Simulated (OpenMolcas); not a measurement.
# Te⁵⁺: CASPT2 settings compared

```yaml
Program: OpenMolcas 26.06
Basis: ANO-RCC-VDZP [6s5p3d1f]
Scalar_Hamiltonian: DKH3, point nucleus
Active_space: 1 electron in 8 orbitals (5s 5p 6s 6p)
State_averaging: 2S+1 = 2 even, 1 root; 2S+1 = 2 odd, 3 roots
Spin-orbit_coupling: state interaction with AMFI integrals over the reference wave functions, term energies averaged over their components
```

Methods on the same reference wave functions:
A. CASSCF
B. SS-CASPT2, IPEA 0.5 Eh, real shift 0.1 Eh (closed shells correlated: 4d)
C. SS-CASPT2, IPEA 0 Eh, real shift 0.1 Eh (closed shells correlated: 4d)
D. XMS-CASPT2, IPEA 0.3 Eh, imaginary shift 0.4 Eh (closed shells correlated: 4d)

Energies in cm⁻¹ above 5s ²S_1/2, the measured ground level; measured values from the list in Rauch et al., Astron. Astrophys. 606, A105 (2017).

```csv
Level,A,B,C,D,Measured
5s ²S_1/2,0.0,0.0,0.0,0.0,0.0
5p ²P°_1/2,91611,93380,93410,93100,93335
5p ²P°_3/2,101555,103320,103350,103050,105150
```

Deviations, from unrounded energies. A percentage is the sum of absolute deviations over the sum of measured energies, with the sign that they share, or ± where signs differ.

```
           Against measurement  Levels     A     B     C     D
mean absolute deviation (cm-1)       2  2700   940   940  1200
      other configurations (%)       2  -2.7  ±0.9  ±0.9  -1.2
```

B, C lie about equally close to measurement and A furthest from it. The largest miss of B in the table is 5p ²P°_3/2, by -1800 cm-1. The ranking rests on the paired levels alone, and a cruder setting can come out closer through cancelling errors.

Among B to D the level of the table that moves most is 5p ²P°_1/2, by 300 cm-1 (lowest in D, highest in C). Moves below CASPT2's spread within the term are not significant.

The two smallest mean deviations differ by little beside CASPT2's spread within terms, so their order carries little weight.

The lowest spin-free term lies below A's lowest term by 0.279 hartree in B, 0.281 hartree in C, 0.280 hartree in D.

Term energies are means over components that CASPT2 splits; among the terms shown or strongly mixed into the levels shown the widest spread is 16 cm-1 (5p ²P°, D). With one active electron outside closed inactive shells, the extra shells (6p 6s) add no correlation to the reference. The basis is small and was not contracted for so high a charge. With one active electron the reference holds no correlation, so core polarisation is missing (holds for A). With one active electron, CASPT2 adds the correlation within the correlated inactive shells and between them and that electron, and leaves the splitting within a term as the reference gives it (holds for B; C; D). Computed and measured levels are paired by configuration, term and J; levels that our copy of the source lacks, or whose pairing is in doubt (as where it misses far off the trend of its configuration), stay unpaired and out of the deviations. Only configurations of the active space appear.

° marks odd parity.
